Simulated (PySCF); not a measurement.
**A thermochemical cycle for GeTe**

PBE in PySCF with def2-TZVPPD on every atom (core potentials on Te), for the lowest determinant that a PBE0 search found; no spin–orbit coupling. GeTe, a singlet (closed shell), has De = 4.74 eV to neutral atoms, and GeTe⁺, a doublet (π ↑), has De = 3.70 eV to Ge⁺ + Te.

The adiabatic ionisation energy of GeTe, between the minima, is 8.93 eV.

Problem. Which ionisation energy of the Ge atom does this level give?

Solution. IE(Ge) = IE(molecule) + De(ion) − De(neutral) = 8.93 + 3.70 − 4.74 = 7.89 eV; the measured value is 7.899 eV (NIST ASD).

Spin–orbit coupling is left out, which matters for elements this heavy, above all for dissociation energies. For an ion De counts to the pair picked by the measured ionisation energies or electron affinities, which need not be the lowest pair at this level. States were picked by a PBE0 search and need not be the measured ground states.
